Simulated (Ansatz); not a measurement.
`C[S][Al]([F])[F]` + H₂O → `[OH][Al]([F])[F]` + CH₃SH at 500 K and 1 bar (formal hydrolysis of the Al–S bond).

Calculated with Ansatz (gas phase, PBE0-D4/def2-TZVP geometries, no zero-point term in ΔE). CCSD(T)/CBS adds triple-zeta CCSD(T) − MP2 to the extrapolated MP2 energy (def2 sets, frozen cores). This one scheme is used for every species. One conformer a species, not always the lowest.

```tsv
species	CCSD(T)/CBS energy (Eh)	H − E (kJ/mol)	S (J/(mol·K))
`C[S][Al]([F])[F]`	-879.43566	161.0	418.0
H₂O	-76.37941	73.2	206.3
`[OH][Al]([F])[F]`	-517.59653	81.6	340.5
CH₃SH	-438.22835	145.1	283.7
```

H − E and S are ideal-gas, rigid-rotor, harmonic terms from PBE0-D4/def2-TZVP, for one conformer and one mirror image of each species. 1 Eh = 2625.50 kJ/mol, R = 8.31446 J/(mol·K).

Q: By hand: ΔE, ΔH, ΔS and ΔG.

A: ΔE = (-517.59653) + (-438.22835) − (-879.43566) − (-76.37941) = -0.00981 Eh = -25.8 kJ/mol. Δ(H − E) = 81.6 + 145.1 − 161.0 − 73.2 = -7.5, so ΔH = -33.3 kJ/mol. ΔS = 340.5 + 283.7 − 418.0 − 206.3 = -0.1 J/(mol·K). ΔG = -33.3 − 500 × (-0.1)/1000 = -33.2 kJ/mol.

Q: By hand: the equilibrium constant, and the temperature at which ΔG would vanish if ΔH and ΔS stayed fixed.

A: log₁₀ K = −ΔG/(RT ln 10) = 3.5. ΔG = 0 at ΔH/ΔS = 333000 K, far beyond where these terms or the molecules hold.

The number of gas molecules stays the same, so ΔS is small and ΔH decides. A doubt of 5 kJ/mol in ΔE shifts log₁₀ K by 0.5 here. Other conformers and mirror images would add mixing entropy, several J/(mol·K) or more a flexible species. Modes under 60 cm⁻¹, often nearly free rotors, make the harmonic entropy too high. These are equilibria of isolated gas molecules and say nothing of rates. Largest T1 diagnostic: 0.013 (customary marks: 0.02 for closed shells, 0.045 for open ones).
